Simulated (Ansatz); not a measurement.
A made-up structure of AlBH₃Br, closed shell:

```tsv
atom	x (Å)	y (Å)	z (Å)
B1	-0.5107	0.1877	-0.6199
Al2	0.3420	0.0979	0.6119
Br3	1.2963	-1.9079	0.3006
H4	-1.5904	-0.2774	-0.4625
H5	0.0602	0.6762	-1.5366
H6	0.4026	1.2236	1.7065
```

It is relaxed with PBE-D4/def2-SVP and then PBE0-D4/def2-TZVP (Ansatz 0.2.0). Atoms count as bonded within 1.22 times the sum of their covalent radii (H–H: 0.88 Å). The end point is not checked to be a true minimum.

Task: Does its bonding change? (A judgement: the text doesn't fix the answer.)

Result: The calculation gives: No: no bond forms or breaks.

Where it ends: The first stage lowers the energy by 5.09 eV in 12 steps. It ends as AlBH₃Br ([BH2][AlH][Br]):
```
6
angstrom
B -0.7221 0.2443 -0.8940
Al 0.5063 0.0361 0.8110
Br 1.6825 -1.9065 0.8955
H -1.8542 -0.1477 -0.9187
H -0.3252 0.7348 -1.9126
H 0.7126 1.0390 2.0188
```

Labels in which every atom is bracketed show which atoms are joined, not bond orders.

For scale, one of the runs: PBE0-D4/def2-TZVP relaxation, 134 basis functions, launched by `ansatz run in.yaml --threads 2 --pin off --events-out ev --progress --plain --max-ram 4352MiB`. The run took about 21 s on 2 CPU threads of an Arm Neoverse V2 (shared host).
